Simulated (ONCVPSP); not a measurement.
**Logarithmic derivatives: C, ONCV**

```json
{
  "Element": "C",
  "Generator": "ONCVPSP 4.0.1",
  "Type": "optimised norm-conserving Vanderbilt (ONCV)",
  "Functional": "PBEsol",
  "Relativity": "non-relativistic",
  "Frozen core": "[He]",
  "Valence charge": "4",
  "Reference configuration": "2s2 (charge +2)",
  "Partial waves": "2s: rc 0.95 bohr, ncon 4, nbas 7, qcut 7.3 1/bohr, 2 projectors, debl 0.5 Ha; p scattering state at 0.27 Ha: rc 1.00 bohr, ncon 4, nbas 8, qcut 9.5 1/bohr, 2 projectors, debl 0.9 Ha; d scattering state at 0.02 Ha: rc 1.00 bohr, ncon 3, nbas 6, qcut 8.8 1/bohr, 1 projector",
  "Local potential": "polynomial inside 0.65 bohr (lpopt 5, dvloc0 1 Ha)",
  "Core correction": "Teter function fitted to the true core (icmod 2), fcfact 0.25"
}
```

In the s channel the program set the typed energies aside and used -1.476, 0.250 Ha. In the p channel the program set the typed energies aside and used 0.050, 0.950 Ha.

The phase is arctan(r·R′/R) of the radial function R(r), unwrapped; energies in Ha, scanned from -3 to 5 Ha. A pole is an energy at which the radial function vanishes at the test radius. The pseudo phase is shifted by a multiple of π to meet the all-electron one at the reference energy, and phase errors are pseudo minus all-electron; the curves can meet again beyond the range given. Levels narrower than the energy grid can be missing from the lists of poles.

| channel | radius (bohr) | reference energy (Ha) | poles, all-electron | poles, pseudo | unbroken range about the reference energy with phases within 0.05 rad | phase error 1 Ha above the reference energy (rad) |
| --- | --- | --- | --- | --- | --- | --- |
| s | 0.96 | -1.48 | none | none | the whole range | -0.000 |
| p | 1.01 | 0.05 | 2.71 | 2.71 | the whole range | +0.000 |
| d | 1.01 | 0.02 | none | none | the whole range | +0.000 |

Phases in the d channel:

```csv
E (Ha),all-electron,pseudo
-2.98,1.062,1.063
-2.54,1.026,1.026
-2.10,0.983,0.983
-1.66,0.931,0.932
-1.22,0.869,0.869
-0.78,0.792,0.792
-0.34,0.697,0.697
0.10,0.577,0.577
0.54,0.426,0.426
0.98,0.242,0.242
1.42,0.027,0.028
1.86,-0.204,-0.203
2.30,-0.429,-0.428
2.74,-0.629,-0.628
3.18,-0.796,-0.794
3.62,-0.930,-0.928
4.06,-1.037,-1.035
4.50,-1.123,-1.121
4.94,-1.193,-1.191
```
